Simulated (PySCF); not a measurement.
C$_{2}$H$_{7}$BGe (calculated)

Computed with PySCF 2.14.0. Calculation on a computer-drawn molecule: the log of a Hartree-Fock and frozen-core CCSD(T) single point meant for a local Hartree-Fock minimum, with one planted fault or none, to be diagnosed. Offsets are logged minus clean, where the clean run is the same molecule without the fault. The reference is restricted for singlets and unrestricted otherwise, and also for a bond in bohr or an excited solution. Adding or removing an electron swaps singlet and doublet. The excited solution moves the top pair (singlet) or top alpha electron (doublet) to the lowest empty orbital. Highest occupied and lowest empty are orbital energies over both spins, largest force is the largest gradient component, triples share is (T) over the correlation energy, the T1 limit is 0.02 restricted and 0.045 unrestricted, electrons count all cores, a negative frequency is imaginary (commonest isotopes), and the dipole is about the centre of nuclear charge; on germanium a core potential holds 10 electrons, which the energies leave out, and 3d is frozen in MP2 and coupled-cluster steps.

```json
{"formula": "C2H7BGe", "logged_structure": {"atoms_angstrom": [["B", -1.2204, -0.5467, -0.5253], ["C", -0.5612, 0.6854, 0.0923], ["C", -0.2023, 0.7785, 1.5639], ["Ge", -0.255, 2.0055, -1.0728], ["H", -1.4883, -0.5791, -1.6997], ["H", -1.487, -1.5118, 0.1469], ["H", 0.492, -0.0187, 1.8435], ["H", 0.2626, 1.7287, 1.8374], ["H", -1.0923, 0.6574, 2.1874], ["H", 0.39, 3.3427, -0.7105], ["H", -0.6171, 1.9046, -2.5428]]}, "given": {"meant_charge": 0, "meant_multiplicity": 1, "meant_basis": "cc-pVDZ", "meant_basis_and_core_potential_on_germanium": "cc-pVDZ-PP ECP10MDF", "logged_electrons": 56, "logged_basis_functions": 100, "logged_SCF_converged": "yes", "logged_spin_squared": 0.0, "logged_highest_occupied [eV]": -8.5149, "logged_lowest_empty [eV]": 1.0698, "logged_largest_force [hartree/bohr]": 4.4584e-05, "logged_lowest_frequency [cm^-1]": 123.82, "logged_T1_diagnostic": 0.011232, "logged_D1_diagnostic": 0.037067, "logged_triples_share": 0.034681, "logged_CC_converged": "yes", "logged_dipole_magnitude [debye]": 2.4454, "logged_SCF_stable_within_its_kind": "yes", "logged_energy_HF [hartree]": -397.80759, "logged_energy_CCSD(T) [hartree]": -398.34333, "possible_faults": "no fault, one electron removed, one electron added, multiplicity raised by two, geometry at a saddle point, SCF held on an excited solution, minimal basis STO-3G, one bond length entered in bohr, all coordinates scaled", "drawn_bonds_atom": [1, 2, 2, 1, 1, 3, 3, 3, 4, 4], "drawn_bonds_other_atom": [2, 3, 4, 5, 6, 7, 8, 9, 10, 11], "drawn_bonds_order": [1, 1, 2, 1, 1, 1, 1, 1, 1, 1]}, "results": {"planted_fault": "no fault", "HF_energy_offset_from_clean_run [kcal/mol]": 0.0, "CCSD(T)_energy_offset_from_clean_run [kcal/mol]": 0.0}}
```
